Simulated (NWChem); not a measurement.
# Plane-wave run on Na₂S (space group Fm-3m)

```yaml
crystal:
  lattice:
    - [0.00000, 3.24916, 3.24916]
    - [3.24916, 0.00000, 3.24916]
    - [3.24916, 3.24916, 0.00000]
  atoms:
    - { symbol: Na, position: [0.25000, 0.25000, 0.25000] }
    - { symbol: Na, position: [0.75000, 0.75000, 0.75000] }
    - { symbol: S, position: [0.00000, 0.00000, 0.00000] }
```

All runs are NWChem calculations. Origin of the cell: Materials Project cell, not relaxed here.

Norm-conserving pseudopotentials with valence charges Na 1, S 6, fixed occupations, no spin-orbit coupling, density cut at twice the wavefunction cutoff.

Level: revPBE, Troullier-Martins, cutoff 30 Ha, density from a 4×4×4 mesh. Bands run along Γ–X–U|K–Γ–L–W–X with k in units of the cell's reciprocal vectors.

What gap does the band structure show, and how wide is the group of occupied bands?

It shows a direct gap along this path of 2.60 eV at Γ. The 4 occupied bands reach 10.2 eV below the valence-band top.
